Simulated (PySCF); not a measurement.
The third ionisation energy along group 13

All values are computed (PySCF 2.14, energy differences of UHF-based or UKS calculations, no spin-orbit coupling). Values in eV. The last column holds reference values (NIST; (s) semi-empirical, (t) theoretical, else measured). Unmarked ones compare directly (S terms, centres of terms, or small fine structure); those marked * lie between the lowest fine-structure levels and include a spin-orbit shift.

```json
{"element": "B (def2-QZVPPD, non-relativistic)", "configurations": "[He] 2s1 → 1s2", "UHF": "37.819", "MP2 (valence and next inner shell)": "37.852", "CCSD (valence and next inner shell)": "37.857", "CCSD(T) (valence and next inner shell)": "37.858", "LDA": "37.899", "r2SCAN": "37.862", "reference": "37.931"}
{"element": "Al (def2-QZVPPD, non-relativistic)", "configurations": "[Ne] 3s1 → [Ne]", "UHF": "28.040", "MP2 (valence and next inner shell)": "28.326", "CCSD (valence and next inner shell)": "28.341", "CCSD(T) (valence and next inner shell)": "28.347", "LDA": "28.825", "r2SCAN": "28.387", "reference": "28.448"}
{"element": "Ga (def2-QZVPPD, non-relativistic)", "configurations": "[Ar] 3d10 4s1 → [Ar] 3d10", "UHF": "29.190", "MP2 (valence and next inner shell)": "30.183", "CCSD (valence and next inner shell)": "30.077", "CCSD(T) (valence and next inner shell)": "30.131", "LDA": "31.379", "r2SCAN": "30.791", "reference": "30.726"}
{"element": "In (def2-QZVPPD with the def2 core potential (28 electrons), ECP)", "configurations": "[Kr] 4d10 5s1 → [Kr] 4d10", "UHF": "26.622", "MP2 (valence and next inner shell)": "28.028", "CCSD (valence and next inner shell)": "27.824", "CCSD(T) (valence and next inner shell)": "27.889", "LDA": "29.095", "r2SCAN": "28.380", "reference": "28.044"}
{"element": "Tl (def2-QZVPPD with the def2 core potential (60 electrons), ECP)", "configurations": "[Xe] 4f14 5d10 6s1 → [Xe] 4f14 5d10", "UHF": "28.160", "MP2 (valence and next inner shell)": "29.906", "CCSD (valence and next inner shell)": "29.592", "CCSD(T) (valence and next inner shell)": "29.665", "LDA": "30.766", "r2SCAN": "30.125", "reference": "29.852"}
```

```tsv
method	elements	mean error (eV)	mean absolute error (eV)	largest error (eV)
UHF	5	-1.034	1.034	-1.692
MP2 (valence and next inner shell)	5	-0.141	0.163	-0.542
CCSD (valence and next inner shell)	5	-0.262	0.262	-0.649
CCSD(T) (valence and next inner shell)	5	-0.222	0.222	-0.595
LDA	5	0.593	0.606	1.050
r2SCAN	5	0.109	0.161	0.336
```

Errors include the incompleteness of the basis and the frozen core.

"Valence" correlates the outer s and p shells and, in groups 3 to 12 and the f block, the outer d or f shell, open or full, or the next shell where the ion has no valence electron left; the wider scheme adds the next inner shell.
